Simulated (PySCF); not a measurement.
# Titanium: a sound run and one with changed settings

Sound run: Ti [Ar] 3d2 4s2, Ti⁺ [Ar] 3d2 4s1. Computed with PySCF 2.14 in cc-pVDZ-DK (6s5p3d1f, 43 functions), with the spin-free X2C one-electron Hamiltonian (Gaussian nucleus). In the sound run the correlated levels freeze [Ar]. The sound run starts from symmetry-adapted Hartree-Fock orbitals and uses a fine grid where one is needed.

Changed run: all electrons correlated in a basis built for the valence shell.

```
species  method  sound run (hartree)  changed run (hartree)  converged
     Ti     MP2           -852.77964             -852.93858        yes
    Ti⁺     MP2           -852.54828             -852.70026        yes
```

Ionisation energy of Ti:

| method | sound run (eV) | changed run (eV) |
| --- | --- | --- |
| UHF | 5.564 | 5.564 |
| MP2 | 6.296 | 6.485 |
| SCS-MP2 | 6.445 | 6.568 |

A valence basis has no tight correlating functions, so it recovers only part of the core correlation, and not evenly between atom and ion.

For comparison, NIST gives 6.828 eV between the lowest levels.
